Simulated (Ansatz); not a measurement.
Harmonic vibrations of Cu2F⁺ by finite differences.

```yaml
crystal:
  periodic: [false, false, false]
  atoms:
    - {symbol: Cu, position_ang: [0.538358, 1.483446, -0.999335]}
    - {symbol: Cu, position_ang: [-0.544867, -1.482075, 0.997754]}
    - {symbol: F, position_ang: [0.006498, -0.001372, 0.001571]}
basis:
  gaussian: {orbitals: def2-TZVP}
total_charge: 1
hamiltonian: {xc: pbe, dispersion: d4}
scf: {omitted_lower_state_checks: [starts]}
phonons: {temperatures: {t_min: 298.15, t_max: 900, t_step: 200}}
```

```sh
$ ansatz run in.yaml --threads 4 --pin off --events-out ev --progress --plain --max-ram 3916MiB
```

It prints (some lines left out):

```
Functional definition: PBE
mean field -91977.44104046 eV, -3380.1086136880 hartree, gradient 8.7e-6 eV, S^2 0.000000; 0 other end points of the search recorded, 0 dependent functions left out
mean field -91977.44106451 eV, -3380.1086145720 hartree, gradient 1.7e-6 eV, S^2 0.000000; 0 other end points of the search recorded, 0 dependent functions left out
mean field -91977.44095622 eV, -3380.1086105925 hartree, gradient 9.4e-7 eV, S^2 0.000000; 0 other end points of the search recorded, 0 dependent functions left out
mean field -91977.44105139 eV, -3380.1086140899 hartree, gradient 1.5e-6 eV, S^2 0.000000; 0 other end points of the search recorded, 0 dependent functions left out
mean field -91977.44102678 eV, -3380.1086131853 hartree, gradient 1.2e-6 eV, S^2 0.000000; 0 other end points of the search recorded, 0 dependent functions left out
mean field -91977.44095277 eV, -3380.1086104657 hartree, gradient 9.4e-7 eV, S^2 0.000000; 0 other end points of the search recorded, 0 dependent functions left out
mean field -91977.44106830 eV, -3380.1086147111 hartree, gradient 1.7e-6 eV, S^2 0.000000; 0 other end points of the search recorded, 0 dependent functions left out
mean field -91977.44102729 eV, -3380.1086132043 hartree, gradient 1.2e-6 eV, S^2 0.000000; 0 other end points of the search recorded, 0 dependent functions left out
mean field -91977.44105068 eV, -3380.1086140639 hartree, gradient 1.5e-6 eV, S^2 0.000000; 0 other end points of the search recorded, 0 dependent functions left out
mean field -91977.44098990 eV, -3380.1086118303 hartree, gradient 1.8e-6 eV, S^2 0.000000; 0 other end points of the search recorded, 0 dependent functions left out
mean field -91977.44098267 eV, -3380.1086115644 hartree, gradient 1.8e-6 eV, S^2 0.000000; 0 other end points of the search recorded, 0 dependent functions left out
mean field -91977.44103712 eV, -3380.1086135655 hartree, gradient 5.0e-7 eV, S^2 0.000000; 0 other end points of the search recorded, 0 dependent functions left out
mean field -91977.44103835 eV, -3380.1086136105 hartree, gradient 4.3e-7 eV, S^2 0.000000; 0 other end points of the search recorded, 0 dependent functions left out
Total energy: -91977.49015288 eV, -3380.1104185364 hartree
Atom 0 at     0.538358     1.483446    -0.999335 Å, force     0.004911     0.012426    -0.008334 eV/Å
Atom 1 at    -0.544867    -1.482075     0.997754 Å, force    -0.004596    -0.013580     0.009179 eV/Å
Atom 2 at     0.006498    -0.001372     0.001571 Å, force    -0.000315     0.001154    -0.000846 eV/Å
Dipole moment:    -0.005940     0.001282    -0.001458 e Å
Vibrations: 33.97 33.97 221.85 557.91 cm⁻¹, zero-point energy 0.052551 eV
Checks for a lower state left out: starts
```

It took 14 s on 4 threads of Arm Neoverse N1 on a shared host.

The structure comes from a short search, and lower isomers may exist.
